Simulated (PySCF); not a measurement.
# Working with the constants of LaI

UHF-CCSD(T) constants of LaI, triplet, about 0.0 electrons in the 4f shell (Mulliken) (La x2c-SVPall, I x2c-SVPall; spin-free X2C with a Gaussian nucleus (PySCF 2.14); masses 138.9063 and 126.9045 u):

```
ωe                     : 176.7 cm⁻¹
ωexe                   : 0.284 cm⁻¹
Be                     : 0.028934 cm⁻¹
αe                     : 6.83e-05 cm⁻¹
D (centrifugal)        : 3.1e-09 cm⁻¹
De to La (5d1 6s2) + I : 3.69 eV
```

Problem. Give the vibrational terms G(v) and spacings up to v = 6.

Solution. G(v) = ωe(v+½) − ωexe(v+½)².

| v | G(v) (cm⁻¹) | G(v) − G(v−1) | Bv (cm⁻¹) |
| --- | --- | --- | --- |
| 0 | 88.3 |  | 0.02890 |
| 1 | 264.4 | 176.1 | 0.02883 |
| 2 | 440.0 | 175.6 | 0.02876 |
| 3 | 615.0 | 175.0 | 0.02869 |
| 4 | 789.4 | 174.4 | 0.02863 |
| 5 | 963.3 | 173.9 | 0.02856 |
| 6 | 1136.6 | 173.3 | 0.02849 |

Problem. How well does the Morse estimate ωe²/(4ωexe) reproduce De, and what is D0?

Solution. It gives 3.41 eV, 92 % of the computed De. D0 = De − G(0) = 3.69 − 0.01 = 3.68 eV.

Correlated steps freeze 36 core orbitals. Correlated levels converge slowly with the basis: in double zeta they bind strong bonds too weakly, by up to about 1 eV, and carry superposition errors of some tenths. Spin–orbit coupling is left out, which matters for elements this heavy, above all for dissociation energies. The state is the lowest single determinant that the PBE0 search found; with open d or f shells the true ground state can be another one.
